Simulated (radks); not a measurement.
Task: These are the eigenvalues of the occupied orbitals of an atom or ion with whole-number occupations (hartree). Calculated with a radial shooting solver on a logarithmic mesh with Libxc functionals: scalar-relativistic Kohn-Sham, r2SCAN, spin-polarised, spherical densities, finite nucleus; meta-GGA in the generalised Kohn-Sham scheme; Fermi nuclear charge, rms radius of each element as measured or else 0.836 A^(1/3) + 0.57 fm.

1s up: -326.2744
1s down: -326.2733
2s down: -39.41952
2s up: -39.41678
2p down: -33.95448
2p up: -33.95272
3s down: -4.35316
3s up: -4.34961
3p down: -2.73206
3p up: -2.72907
4s up: -0.19486
3d up: -0.18591
3d down: -0.18053

Which element is it, and in what charge state? The configuration may be excited. Open shells, if any, are filled with parallel spins first.

Result: Z = 29, copper, charge 0: Cu in [Ar] 3d10 4s1. The list shows which subshells hold electrons but not how many an open one holds; the 1s level, -326.27 hartree, gives Z - s = 25.5 by -(Z - s)^2/2, which with screening and relativity narrows Z to a few neighbours, and the depths of the outer levels then fix element, charge and occupations together.
